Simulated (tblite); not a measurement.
Record of a relaxation.

Species: C₄H₅BF (doublet state).
Atom-mapped SMILES: `[CH3:1][C:2]1=[C:3]([B:4][F:5])[CH2:6]1` (hydrogens: H7, H8, H9 on C1; H10, H11 on C6)
Bond orders are those of one Lewis drawing.

Computed with GFN2-xTB (tblite), gas phase: L-BFGS steps from a force-field or distance-geometry start until the largest atomic force falls under 0.01 eV/Å. 13 of its 106 geometries are shown.

Step 0: E = -459.8783 eV, largest atomic force 5.554 eV/Å
```
atom  x, y, z in Å  |  force x, y, z in eV/Å
C1     -1.599    0.462   -0.110    0.126  -0.190   0.101
C2     -0.274   -0.178   -0.036    3.005   3.772   0.416
C3      1.184   -0.093    0.086   -1.527   5.068   0.115
B4      2.473    0.773    0.191   -2.183   1.436  -0.302
F5      2.388    2.205    0.236    0.161  -2.654   0.018
C6      0.527   -1.331    0.002   -0.111  -5.553   0.007
H7     -2.392   -0.312   -0.189    0.430   0.470   0.068
H8     -1.773    1.079    0.806    0.116  -0.368  -0.754
H9     -1.641    1.116   -1.003   -0.024  -0.208   0.532
H10     0.627   -1.835   -0.974   -0.027  -0.961   0.704
H11     0.485   -1.883    0.964    0.033  -0.812  -0.906
```

Step 9: E = -461.1501 eV, largest atomic force 1.093 eV/Å
```
atom  x, y, z in Å  |  force x, y, z in eV/Å
C1     -1.578    0.508   -0.121    0.482  -0.401   0.047
C2     -0.233   -0.098   -0.019    0.220   0.294   0.138
C3      1.093    0.043    0.162    0.304  -0.266  -0.075
B4      2.340    0.851    0.037   -1.037   0.188  -0.290
F5      2.417    2.150    0.311    0.266  -0.315   0.192
C6      0.509   -1.372    0.014    0.092   0.308   0.063
H7     -2.268   -0.343   -0.184   -0.175   0.550  -0.059
H8     -1.772    1.110    0.784   -0.030  -0.232  -0.409
H9     -1.647    1.162   -1.003   -0.080  -0.275   0.303
H10     0.641   -1.978   -0.863    0.086   0.145  -0.690
H11     0.503   -2.030    0.856   -0.126   0.004   0.781
```

Step 18: E = -461.4628 eV, largest atomic force 0.363 eV/Å
```
atom  x, y, z in Å  |  force x, y, z in eV/Å
C1     -1.549    0.483   -0.118   -0.128  -0.026  -0.038
C2     -0.252   -0.165    0.035    0.109   0.194  -0.027
C3      1.105    0.013    0.153   -0.313  -0.052   0.051
B4      2.079    1.006   -0.110    0.127   0.084   0.111
F5      2.592    2.091    0.413    0.143  -0.048  -0.058
C6      0.523   -1.397    0.031   -0.070   0.176  -0.035
H7     -2.309   -0.290   -0.208   -0.149   0.091   0.008
H8     -1.762    1.102    0.763   -0.054  -0.027  -0.193
H9     -1.586    1.124   -1.010    0.026  -0.071   0.189
H10     0.661   -1.947   -0.887    0.051  -0.173  -0.217
H11     0.504   -2.019    0.912    0.257  -0.149   0.208
```

Step 26: E = -461.5191 eV, largest atomic force 0.244 eV/Å
```
atom  x, y, z in Å  |  force x, y, z in eV/Å
C1     -1.598    0.460   -0.123   -0.083   0.083  -0.015
C2     -0.303   -0.199    0.058    0.085   0.133   0.139
C3      1.052    0.057    0.148   -0.228  -0.056  -0.067
B4      2.055    1.020   -0.053    0.052   0.030   0.009
F5      2.742    2.037    0.399    0.041  -0.101  -0.024
C6      0.539   -1.385    0.026   -0.043   0.081   0.006
H7     -2.415   -0.255   -0.220    0.135  -0.023  -0.027
H8     -1.813    1.113    0.730    0.004  -0.054   0.001
H9     -1.578    1.108   -1.006   -0.049  -0.086  -0.017
H10     0.674   -1.948   -0.894    0.078   0.047  -0.108
H11     0.649   -2.004    0.909    0.007  -0.055   0.102
```

Step 35: E = -461.5533 eV, largest atomic force 0.262 eV/Å
```
atom  x, y, z in Å  |  force x, y, z in eV/Å
C1     -1.653    0.435   -0.121   -0.073   0.073  -0.045
C2     -0.349   -0.166    0.163    0.211   0.082   0.031
C3      1.003    0.129    0.181   -0.226  -0.027   0.024
B4      2.072    1.002   -0.042    0.125   0.154   0.079
F5      2.948    1.876    0.375   -0.006  -0.061  -0.059
C6      0.521   -1.325    0.034    0.231   0.123  -0.007
H7     -2.416   -0.335   -0.239    0.049   0.089   0.079
H8     -1.930    1.118    0.690   -0.081  -0.135  -0.032
H9     -1.618    1.042   -1.033   -0.002  -0.072  -0.027
H10     0.693   -1.814   -0.919   -0.125  -0.110  -0.120
H11     0.734   -1.960    0.885   -0.103  -0.116   0.077
```

Step 44: E = -461.5726 eV, largest atomic force 0.087 eV/Å
```
atom  x, y, z in Å  |  force x, y, z in eV/Å
C1     -1.675    0.414   -0.122    0.000   0.003  -0.014
C2     -0.351   -0.119    0.219    0.043  -0.016   0.016
C3      1.000    0.186    0.208   -0.085  -0.017  -0.008
B4      2.105    1.013   -0.002   -0.028  -0.012   0.025
F5      3.090    1.789    0.345    0.039   0.041   0.003
C6      0.527   -1.269    0.035    0.018  -0.008  -0.015
H7     -2.398   -0.394   -0.225    0.049  -0.029   0.006
H8     -2.029    1.091    0.659    0.020   0.038  -0.021
H9     -1.644    0.976   -1.061   -0.020   0.015   0.019
H10     0.647   -1.739   -0.939   -0.032  -0.022  -0.040
H11     0.734   -1.944    0.858   -0.003   0.006   0.028
```

Step 52: E = -461.5743 eV, largest atomic force 0.032 eV/Å
```
atom  x, y, z in Å  |  force x, y, z in eV/Å
C1     -1.673    0.414   -0.122    0.000   0.002  -0.004
C2     -0.351   -0.120    0.224    0.030   0.009   0.008
C3      1.002    0.184    0.201   -0.023  -0.011   0.003
B4      2.107    1.014    0.022   -0.019  -0.006   0.001
F5      3.096    1.799    0.338    0.003   0.010   0.002
C6      0.524   -1.270    0.030    0.004  -0.001   0.001
H7     -2.387   -0.402   -0.220   -0.006  -0.004   0.005
H8     -2.026    1.096    0.653    0.000   0.016   0.004
H9     -1.649    0.973   -1.063    0.010  -0.007  -0.010
H10     0.630   -1.744   -0.945   -0.008   0.002  -0.006
H11     0.733   -1.941    0.856    0.009  -0.009  -0.004
```

Step 61: E = -461.5772 eV, largest atomic force 0.035 eV/Å
```
atom  x, y, z in Å  |  force x, y, z in eV/Å
C1     -1.658    0.410   -0.115    0.002  -0.004  -0.021
C2     -0.357   -0.136    0.298    0.001  -0.001   0.023
C3      0.999    0.173    0.215   -0.004  -0.002   0.007
B4      2.084    1.024    0.064    0.004  -0.015   0.008
F5      3.074    1.825    0.331    0.018   0.028  -0.010
C6      0.514   -1.273    0.018   -0.005   0.009   0.000
H7     -2.391   -0.392   -0.174   -0.024   0.006   0.018
H8     -2.010    1.158    0.598    0.027  -0.017  -0.012
H9     -1.591    0.894   -1.095   -0.020   0.003  -0.004
H10     0.565   -1.714   -0.976    0.028   0.007   0.003
H11     0.776   -1.966    0.810   -0.027  -0.015  -0.013
```

Step 70: E = -461.5795 eV, largest atomic force 0.061 eV/Å
```
atom  x, y, z in Å  |  force x, y, z in eV/Å
C1     -1.645    0.411   -0.114   -0.003   0.013  -0.002
C2     -0.358   -0.153    0.323    0.049  -0.004  -0.024
C3      1.005    0.154    0.241   -0.053  -0.007  -0.015
B4      2.072    1.026    0.090    0.025   0.029   0.031
F5      3.037    1.870    0.315   -0.038  -0.047  -0.009
C6      0.512   -1.283    0.012   -0.001   0.007  -0.003
H7     -2.404   -0.370   -0.135    0.006   0.008   0.019
H8     -1.967    1.198    0.569    0.007  -0.003  -0.015
H9     -1.572    0.851   -1.115   -0.001  -0.020   0.020
H10     0.561   -1.697   -0.995    0.014   0.001   0.010
H11     0.765   -2.003    0.783   -0.006   0.022  -0.013
```

Step 79: E = -461.5813 eV, largest atomic force 0.038 eV/Å
```
atom  x, y, z in Å  |  force x, y, z in eV/Å
C1     -1.649    0.403   -0.112   -0.002   0.018  -0.004
C2     -0.369   -0.164    0.341    0.021   0.003  -0.017
C3      0.993    0.162    0.249   -0.025   0.001   0.000
B4      2.062    1.032    0.157    0.000  -0.025  -0.014
F5      3.056    1.856    0.292    0.015   0.020   0.027
C6      0.514   -1.275   -0.001   -0.007  -0.004   0.000
H7     -2.424   -0.362   -0.084    0.012   0.020   0.006
H8     -1.947    1.233    0.530    0.006  -0.013   0.003
H9     -1.577    0.790   -1.136   -0.017  -0.034   0.002
H10     0.571   -1.667   -1.016   -0.008  -0.001   0.005
H11     0.777   -2.007    0.755    0.006   0.015  -0.008
```

Step 88: E = -461.5872 eV, largest atomic force 0.075 eV/Å
```
atom  x, y, z in Å  |  force x, y, z in eV/Å
C1     -1.652    0.394   -0.114    0.006   0.028   0.052
C2     -0.372   -0.175    0.333    0.046   0.005   0.042
C3      0.985    0.169    0.259   -0.038  -0.043  -0.048
B4      2.057    1.037    0.204   -0.012  -0.007  -0.022
F5      3.051    1.854    0.374    0.045   0.040   0.030
C6      0.520   -1.267   -0.036    0.001   0.004  -0.012
H7     -2.462   -0.303    0.092   -0.025  -0.022   0.017
H8     -1.841    1.326    0.416   -0.050   0.031  -0.038
H9     -1.652    0.605   -1.190    0.016  -0.003   0.003
H10     0.567   -1.625   -1.063    0.053  -0.033   0.006
H11     0.804   -2.013    0.699   -0.041   0.000  -0.030
```

Step 96: E = -461.5927 eV, largest atomic force 0.049 eV/Å
```
atom  x, y, z in Å  |  force x, y, z in eV/Å
C1     -1.659    0.395   -0.107   -0.014   0.003   0.010
C2     -0.360   -0.161    0.294    0.007   0.002   0.014
C3      0.995    0.170    0.246    0.004   0.004   0.002
B4      2.073    1.041    0.189   -0.041  -0.026  -0.006
F5      3.047    1.846    0.491    0.024   0.019   0.005
C6      0.528   -1.261   -0.069    0.003   0.007  -0.001
H7     -2.464   -0.247    0.252    0.007   0.007  -0.003
H8     -1.793    1.394    0.307    0.015  -0.019  -0.014
H9     -1.746    0.459   -1.198   -0.004   0.005  -0.003
H10     0.600   -1.616   -1.096    0.001  -0.001  -0.005
H11     0.784   -2.017    0.665   -0.002  -0.002   0.000
```

Step 105: E = -461.5932 eV, largest atomic force 0.007 eV/Å
```
atom  x, y, z in Å  |  force x, y, z in eV/Å
C1     -1.656    0.392   -0.106   -0.003  -0.003   0.000
C2     -0.362   -0.169    0.305    0.000  -0.001   0.002
C3      0.993    0.166    0.254   -0.003   0.000   0.000
B4      2.065    1.043    0.211    0.005   0.004   0.001
F5      3.038    1.855    0.501   -0.003  -0.003   0.000
C6      0.528   -1.260   -0.079    0.002   0.001  -0.001
H7     -2.469   -0.213    0.296    0.004   0.005  -0.003
H8     -1.762    1.412    0.259    0.001  -0.001   0.000
H9     -1.756    0.402   -1.198   -0.003   0.001   0.002
H10     0.596   -1.599   -1.111    0.000  -0.002  -0.003
H11     0.791   -2.027    0.642    0.000  -0.001   0.002
```

**Question.** Summarise the path.

**Answer.** The energy falls by 1.7148 eV from step 0 to step 105; nine tenths of that is first reached at step 16. It falls at every step. The largest force goes from 5.554 to 0.007 eV/Å. Among the bonds C3–B4 changes most, from 1.556 to 1.385 Å; the atoms move by 0.491 Å rms after alignment.

**Question.** Follow the three bonds and two angles with the largest change from start to end.

**Answer.** 
| step | E above end (eV) | largest force (eV/Å) | C3–B4 (Å) | B4–F5 (Å) | C3–C6 (Å) | C3–B4–F5 (°) | C1–C2–C6 (°) |
| --- | --- | --- | --- | --- | --- | --- | --- |
| 0 | 1.7148 | 5.554 | 1.556 | 1.435 | 1.404 | 120.5 | 150.6 |
| 5 | 0.5088 | 0.339 | 1.497 | 1.330 | 1.516 | 121.0 | 141.9 |
| 9 | 0.4431 | 1.093 | 1.492 | 1.329 | 1.538 | 124.1 | 144.4 |
| 14 | 0.1924 | 0.369 | 1.435 | 1.306 | 1.518 | 134.6 | 143.9 |
| 18 | 0.1304 | 0.363 | 1.416 | 1.309 | 1.530 | 141.0 | 148.2 |
| 23 | 0.0906 | 0.291 | 1.417 | 1.312 | 1.543 | 147.2 | 149.5 |
| 27 | 0.0703 | 0.223 | 1.403 | 1.307 | 1.531 | 150.1 | 151.6 |
| 32 | 0.0567 | 0.221 | 1.403 | 1.303 | 1.539 | 151.7 | 150.1 |
| 37 | 0.0306 | 0.342 | 1.399 | 1.308 | 1.533 | 152.0 | 145.8 |
| 41 | 0.0233 | 0.106 | 1.401 | 1.303 | 1.542 | 152.8 | 144.5 |
| 46 | 0.0196 | 0.072 | 1.395 | 1.302 | 1.538 | 157.6 | 143.0 |
| 50 | 0.0189 | 0.016 | 1.394 | 1.302 | 1.540 | 158.5 | 142.9 |
| 55 | 0.0184 | 0.045 | 1.392 | 1.301 | 1.539 | 159.9 | 141.9 |
| 59 | 0.0167 | 0.078 | 1.389 | 1.301 | 1.538 | 161.3 | 140.6 |
| 64 | 0.0152 | 0.043 | 1.386 | 1.300 | 1.536 | 164.1 | 138.7 |
| 68 | 0.0142 | 0.035 | 1.387 | 1.301 | 1.537 | 163.4 | 139.3 |
| 73 | 0.0129 | 0.048 | 1.384 | 1.301 | 1.536 | 166.4 | 138.4 |
| 78 | 0.0119 | 0.053 | 1.382 | 1.298 | 1.536 | 170.3 | 138.5 |
| 82 | 0.0111 | 0.047 | 1.383 | 1.299 | 1.536 | 168.0 | 138.1 |
| 87 | 0.0074 | 0.159 | 1.380 | 1.297 | 1.539 | 171.1 | 138.6 |
| 91 | 0.0030 | 0.071 | 1.384 | 1.300 | 1.536 | 166.7 | 137.9 |
| 96 | 0.0005 | 0.049 | 1.387 | 1.300 | 1.538 | 164.2 | 139.1 |
| 100 | 0.0003 | 0.021 | 1.386 | 1.300 | 1.537 | 165.1 | 139.0 |
| 105 | 0.0000 | 0.007 | 1.385 | 1.300 | 1.537 | 165.3 | 138.5 |

What follows is the cost of the whole relaxation. Time: 0.32 s. Hardware: an Arm Neoverse V2 with one thread, shared host with 96 logical CPUs at a one-minute load of 32.
